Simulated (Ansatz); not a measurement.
Basis sets over 5 cases of the optimised length of bonds between heavy atoms at PBE with Ansatz (Ga to Br present), each against its own reference: the value in pcseg-4. By their distance from other large sets or by the extrapolation step the references are unsure by up to roughly 0.0006 Å. Each level at its own minimum; unrestricted open shells; no added dispersion term; no relativity. Cartesian d functions in some cases of 6-31G, 6-31G**. (X+d) sets on Al to Cl for cc-pVXZ and aug-cc-pVXZ. 

Cases are drawn at random; left out are references unsure by over 0.0033 Å, doubtful singlets, and cases whose largest runs show a restricted determinant unstable towards unrestricted orbitals, <S^2> over 0.1 too high or, where CCSD(T) ran, T1 over 0.025 (0.045 for open shells). Sets are drawn from those converged to one state in every case.

Cases (SMILES) and reference values:
- [Ge][Cl] (Cl-Ge), doublet, one Ge-Cl bond length: 2.1929 Å
- [Ge]=[S] (S-Ge) (closed-shell singlet), one Ge-S bond length: 2.0364 Å
- [Ge][F] (F-Ge), doublet, one Ge-F bond length: 1.7769 Å
- Br[Si] (Si-Br), doublet, one Si-Br bond length: 2.2491 Å
- [Ga][F] (F-Ga) (closed-shell singlet), one Ga-F bond length: 1.8073 Å

| basis | functions over def2-SVP (largest species, mean of cases) | mean signed deviation (Å) | mean absolute | largest | within 0.01 Å |
|---|---|---|---|---|---|
| 6-31G | 0.8 | 0.0679 | 0.0698 | 0.1301 | 1 of 5 |
| 6-31G** | 1.1 | 0.0074 | 0.0129 | 0.0229 | 1 of 5 |
| aug-pcseg-1 | 1.3 | 0.0303 | 0.0303 | 0.0416 | 0 of 5 |
| pcseg-2 | 1.6 | 0.0035 | 0.0035 | 0.0046 | 5 of 5 |
| def2-TZVP | 1.7 | 0.0024 | 0.0024 | 0.0045 | 5 of 5 |
| def2-TZVPPD | 2.1 | 0.0035 | 0.0035 | 0.0064 | 5 of 5 |
| aug-cc-pVTZ | 2.3 | 0.0036 | 0.0036 | 0.0056 | 5 of 5 |
| cc-pVQZ | 2.7 | -0.0008 | 0.0010 | 0.0024 | 5 of 5 |
| def2-QZVPPD | 3.5 | 0.0000 | 0.0003 | 0.0005 | 5 of 5 |
| aug-pcseg-3 | 3.7 | 0.0004 | 0.0004 | 0.0006 | 5 of 5 |

Among the sets for which every case ran a larger relative (same family, alike in diffuse functions, listed or not), the smallest listed that holds all cases within 0.01 Å together with them is pcseg-2, at 1.6 times the functions of def2-SVP. Inside, though some case ran no larger relative to test it: def2-QZVPPD, aug-pcseg-3. Largest deviations of relatives not listed, over the cases that ran them: def2-TZVPP 0.0045, pcseg-3 0.0006, def2-QZVP 0.0003, def2-QZVPP 0.0011, aug-cc-pVQZ 0.0006, cc-pV5Z 0.0010, pcseg-4 0.0000 Å. These figures hold for the cases listed.

Ansatz is a first-principles code.
